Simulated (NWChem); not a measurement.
System: BNH₃OF; SMILES OB(F)N

NWChem input:

```
start job
memory heap 200 mb stack 900 mb global 1100 mb
geometry units angstroms noautoz
  B     -0.008100    -0.017438     0.000000
  F      1.237183    -0.530022     0.000000
  O     -1.076844    -0.861107     0.000000
  H     -0.802710    -1.782605     0.000000
  N     -0.178462     1.373069     0.000000
  H     -1.090129     1.805458     0.000000
  H      0.601798     2.012529     0.000000
end
basis spherical
  * library def2-svpd
end
dft
  xc pbe0
  iterations 150
end
tddft
  cis
  nroots 6
  notriplet
end
task tddft energy
```

Coordinates come from a PBE0/def2-SVP optimisation.

Vertical excitations in the gas phase.

Problem. What results follow from this input? (PBE0/def2-SVPD, TDA.) Quantities: lowest excitation, singlet (eV); oscillator strength of that lowest state; lowest state with f > 0.02, singlet (eV); oscillator strength of that bright state; orbital gap (eV).

Solution. 
```
Item                                      Value
----------------------------------------  -----
lowest excitation, singlet (eV)            6.92
oscillator strength of that lowest state  0.018
lowest state with f > 0.02, singlet (eV)   8.05
oscillator strength of that bright state  0.032
orbital gap (eV)                           8.21
```
